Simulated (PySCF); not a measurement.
Energies from PySCF, thermal terms from the rigid-rotor harmonic-oscillator model, ideal gas at 1 bar. Table values come from the NASA 1993 polynomials. S°(298 K) at PBE0/def2-TZVP differs from the NASA 1993 table for BaF2 (-6 J/mol/K); whether the harmonic model or the table's entry is off was not settled. All species are closed-shell singlets. Ba: scalar-relativistic def2 core potential, no spin-orbit coupling. The harmonic model lacks anharmonicity and excited electronic states, which grow with temperature; levels with a mode under 35 cm⁻¹ are left out. Soft modes under 120 cm⁻¹ make the harmonic entropy rough for BaF2. The table's entry may be an old estimate for BaF2 (not checked at source).

Harmonic frequencies at PBE/def2-SVP (cm⁻¹): 97, 466, 473. Point group C2v; S°(298 K) = 294.8 J/mol/K at this level.

Problem. Work out Cp and S° of gaseous BaF2 at 500, 800, 1200, 1600, 2000 K from these, and set them beside the table.

Solution. 
```csv
T (K),Cp PBE/def2-SVP,Cp table,S° PBE/def2-SVP,S° table
500,55.8,56.5,322.9,329.9
800,57.2,57.5,349.5,356.7
1200,57.8,57.9,372.9,380.1
1600,58.0,58.0,389.5,396.8
2000,58.0,58.1,402.4,409.7
```
Units J/mol/K.
